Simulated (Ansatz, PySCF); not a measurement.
Spin states of O2W (SMILES [O]=[W]=[O]), each relaxed with B3LYP-D3(BJ)/def2-TZVP.
State 1 (charge 0, multiplicity 1):
```xyz
3

W      0.39958    -0.33505     0.40427
O      0.80380     0.35271    -1.08428
O     -1.23655     0.02971     0.60969
```
State 2 (charge 0, multiplicity 3):
```json
[
 {"atom": "W", "x (Å)": "0.3636", "y (Å)": "-0.3043", "z (Å)": "0.3668"},
 {"atom": "O", "x (Å)": "0.8958", "y (Å)": "0.3491", "z (Å)": "-1.1270"},
 {"atom": "O", "x (Å)": "-1.2926", "y (Å)": "0.0026", "z (Å)": "0.6898"}
]
```

Singlets are restricted, other states unrestricted; no spin–orbit coupling, no relativity up to Kr; see below for the cores. The largest T1 diagnostic is 0.036.

Run with Ansatz (an electronic-structure program); PySCF for the dispersion terms. Values without a source in brackets are computed. In def2 rows elements past Kr take small-core potentials, without spin–orbit coupling.

Q: One of these levels gives 19.2 kJ/mol for the energy of the multiplicity-3 state less that of the multiplicity-1 state. Name it.
(A) r2SCAN-D3(BJ)/def2-TZVPP
(B) PBE-D3(BJ)/def2-TZVPP
(C) SVWN5/def2-TZVPP
(D) B3LYP-D4/def2-TZVPP

A: D, B3LYP-D4/def2-TZVPP. The others give 48.3 (SVWN5/def2-TZVPP), 21.3 (PBE-D3(BJ)/def2-TZVPP), -12.9 (r2SCAN-D3(BJ)/def2-TZVPP)
